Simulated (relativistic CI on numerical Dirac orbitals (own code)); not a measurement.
Computed by Dirac-Coulomb-Breit CI, orbitals from a KLI potential per configuration, model QED, unscaled Slater integrals (own radial code, finite nucleus).

The strongest absorption lines from the ground level of an ion, among the configurations computed and to levels below about 14800 eV (vacuum wavelength in nm, gf): 0.08516 (0.24), 0.10903 (0.23), 0.10908 (0.29), 0.10943 (0.13), 0.11062 (1.1), 0.11360 (0.4), 0.69979 (0.34), 0.70064 (0.19).

(1) Which ion is it?
A. Er LXIV
B. W LXVIII
C. Rn LXXXII
D. W LXX

Results:

(1) D. W LXX has 5 electrons and the ground level 2s2 2p 2P°_1/2; the strongest line goes to 2s2 3d 2D_3/2. The pattern of lines fixes the number of electrons, and along that sequence the line energies rise steadily with the charge (about as its square where n changes within one kind of shell, about linearly where n is kept but much faster in heavy ions where fine structure, which grows about as Z⁴, sets the gap, and irregularly where shells cross), which fixes Z. Configurations outside the model, such as inner-shell arrays, can give stronger lines. At this charge energies of transitions that change n are usually good to better than 1 %, and those within a shell (Δn = 0) to a few per cent.

LS names give the leading component of a level, which can be under half, so a name can repeat, a term be missing and a line seem to break the LS rules.
